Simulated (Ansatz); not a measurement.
Born–Oppenheimer molecular dynamics of a periodic cell of 17 atoms, Ge16N (host Ge, host structure diamond, interstitial N). It goes on from the last frame of an earlier run, with new velocities.

The calculation used DFT PBEsol, scalar-relativistic, plane waves, PAW in Ansatz 0.2.0. Settings: accuracy low, PAW set soft_1, cutoff 420 eV, k mesh 2x2x2, fermi-dirac smearing 0.05 eV, no spin polarisation.

```json
{
  "ensemble": "NVT, Nosé–Hoover chain",
  "time step": "1 fs",
  "steps asked": "260",
  "set temperature": "1680 K",
  "thermostat": "time constant 50 fs, chain length 1",
  "seed": "210486"
}
```

First frame:

```xyz
17
Lattice="0.0000 5.6600 5.6600 5.6600 0.0000 5.6600 5.6600 5.6600 0.0000" Properties=species:S:1:pos:R:3
Ge 0.025 -1.006 -0.555
Ge 0.962 0.591 1.156
Ge 2.892 2.027 0.283
Ge 3.714 5.056 0.853
Ge 2.824 -0.181 2.611
Ge 3.920 1.398 4.535
Ge 4.827 3.776 3.648
Ge 7.966 3.845 4.509
Ge -0.025 2.287 2.639
Ge 1.946 3.887 3.009
Ge 2.539 6.369 3.079
Ge 4.794 6.457 4.563
Ge 2.472 3.057 5.601
Ge 4.340 4.268 6.889
Ge 6.442 5.311 6.009
Ge 6.883 8.371 8.011
N 3.160 3.321 1.726
```

(1) What does the run give?

(2) What happens to the structure?

(3) How do temperature and energy run in time?

## Answers

(1) All steps were run.

```
steps done                                               : 260
time covered                                             : 260 fs
mean temperature over the second half                    : 1950 K
spread of the potential energy over the second half      : 30.8 meV per atom
mean potential energy of the second half above the start : 116.5 meV per atom
```

The conserved energy stayed within 0.16 meV per atom of its start (net change 0.025 meV per atom), so the integration is sound. The mean temperature of the second half is 16 % above the set value. A run of 0.26 ps of so small a system gives no equilibrium averages. Limits of this set-up: coarse k mesh, odd electron count without spin, PAW files made for another functional, a small cell, in which the defect meets its images, low accuracy level.

(2) Mean squared displacements from the first frame to the last, about the centre of mass: Ge 1.59 Å², N 1.35 Å². The details hang on the random start.

(3) 
```tsv
time (fs)	T (K)	potential energy less start (eV)	conserved less start (meV/atom)
0	1680	0.000	0.00
21	1370	0.660	0.02
42	1240	1.099	0.02
63	1435	1.116	-0.03
84	1781	1.037	-0.04
105	1626	2.192	0.08
126	1979	2.172	0.01
147	2290	2.204	0.06
168	2009	2.905	0.04
189	2475	1.696	-0.02
210	2385	1.025	-0.07
231	1446	1.870	0.04
252	1197	1.671	0.01
```

Run time: 33 min on 2 threads of Arm Neoverse V1, with other jobs on the host, peak memory 1.3 GiB.
